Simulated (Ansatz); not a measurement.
Geometry optimisation, RHF/def2-SVP (Ansatz).

Input:

```yaml
crystal:
  periodic: [false, false, false]
  atoms:
    - { symbol: Si, position_ang: [-0.130568, 0.060409, 0.197437] }
    - { symbol: O, position_ang: [0.33244, 0.299173, 1.777677] }
    - { symbol: H, position_ang: [-0.252463, 0.026096, 2.467648] }
    - { symbol: "N", position_ang: [1.22889, 0.122377, -0.818633] }
    - { symbol: H, position_ang: [2.102332, -0.322439, -0.621659] }
    - { symbol: H, position_ang: [1.311299, 0.841775, -1.508134] }
    - { symbol: H, position_ang: [-1.034517, 1.136668, -0.250249] }
    - { symbol: O, position_ang: [-0.968703, -1.34355, 0.135356] }
    - { symbol: Si, position_ang: [-2.21051, -2.403495, 0.312209] }
    - { symbol: H, position_ang: [-2.511731, -2.581414, 1.7506] }
    - { symbol: H, position_ang: [-3.417191, -1.867639, -0.359062] }
    - { symbol: H, position_ang: [-1.847515, -3.703804, -0.282207] }
    - { symbol: P, position_ang: [1.390721, -2.818382, 1.206754] }
    - { symbol: H, position_ang: [1.58231, -2.683081, -0.181882] }
    - { symbol: H, position_ang: [2.69412, -3.298395, 1.481797] }
    - { symbol: H, position_ang: [1.646289, -1.477799, 1.572546] }
basis:
  gaussian: { orbitals: def2-SVP }
hamiltonian:
  xc: hf
relax:
  f_tol: 0.03
  max_steps: 50
```

Launched with:

```bash
$ ansatz run input.yaml --threads 4 --pin off --max-ram 5120MiB --backend cpu --events-out ev --progress --plain --runs-dir out
```

Question: Where does it end, and by what steps?

Answer: The run converged. After 19 steps the energy has fallen by 0.363 eV; H16 moved furthest, 0.78 Å.

| step | energy less start (eV) | largest force component (eV/Å) | accepted |
| --- | --- | --- | --- |
| 0 | 0.0000 | 0.799 | yes |
| 1 | -0.2139 | 0.243 | yes |
| 2 | -0.3050 | 0.181 | yes |
| 3 | -0.3269 | 0.213 | yes |
| 4 | -0.3351 | 0.120 | yes |
| 5 | -0.3358 | 0.249 | yes |
| 6 | -0.3387 | 0.326 | yes |
| 7 | -0.3489 | 0.079 | yes |
| 8 | -0.3166 | 1.179 | no |
| 9 | -0.3544 | 0.051 | yes |
| 10 | -0.3565 | 0.315 | yes |
| 11 | -0.3580 | 0.187 | yes |
| 12 | -0.3598 | 0.062 | yes |
| 13 | -0.3607 | 0.035 | yes |
| 14 | -0.3613 | 0.068 | yes |
| 15 | -0.3617 | 0.047 | yes |
| 16 | -0.3624 | 0.040 | yes |
| 17 | -0.3628 | 0.032 | yes |
| 18 | -0.3632 | 0.057 | yes |
| 19 | -0.3634 | 0.027 | yes |

```xyz
16
Properties=species:S:1:pos:R:3
Si -0.311 0.330 0.241
O 0.443 0.696 1.655
H 0.082 0.351 2.456
N 0.880 0.301 -0.970
H 1.822 0.011 -0.804
H 0.719 0.595 -1.912
H -1.345 1.305 -0.145
O -1.078 -1.104 0.502
Si -2.178 -2.281 0.182
H -2.595 -2.922 1.446
H -3.372 -1.694 -0.472
H -1.596 -3.299 -0.721
P 1.665 -3.363 1.499
H 1.910 -3.014 0.153
H 2.966 -3.854 1.753
H 1.901 -2.071 2.018
```

Whether the end is a true minimum wasn't checked by a vibrational analysis.

Run time: 38 s on 4 threads of Arm Neoverse V1 (shared host), peak memory 0.42 GiB.
